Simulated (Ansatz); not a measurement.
Molecule: VI, charge 0, multiplicity 5. The spin state was set by rule; other spins were not relaxed. SMILES: [I][V]
Geometry: optimised at B3LYP-D3(BJ)/def2-TZVP (Ansatz, a program for electronic structure).

Quantity: atomisation energy (electronic, to ground-state atoms), in kJ/mol. Valence correlation only, unless marked. UHF or UKS for open shells. Spin-orbit coupling is left out. The frozen core is the preceding noble-gas configuration, with the filled d and f shells of earlier blocks. In def2 rows, elements after Kr have scalar-relativistic effective core potentials. STO-3G rows are all-electron and non-relativistic. The coupled-cluster limit lacks core correlation, which all-electron functionals hold. Basis-set limits of correlation are two-point, X^-3; Hartree-Fock from the larger set.

| level | program | atomisation energy (kJ/mol) |
|---|---|---|
| HF/def2-SVP | Ansatz | 241.2 |
| HF/def2-SVPD | Ansatz | 252.4 |
| BLYP-D4/def2-TZVPD | Ansatz + dftd4 | 347.4 |
| B97M-V/def2-TZVPD | Ansatz | 359.9 |
| B3LYP-D4/def2-TZVPD | Ansatz + dftd4 | 337.8 |
| B3LYP/def2-TZVPD | Ansatz | 326.4 |
| PBE0/STO-3G | Ansatz | 354.1 |

Q: Estimate the value at CCSD(T)/CBS(def2-TZVPP,def2-QZVPP) as computed with Ansatz.

A: 306.1 kJ/mol
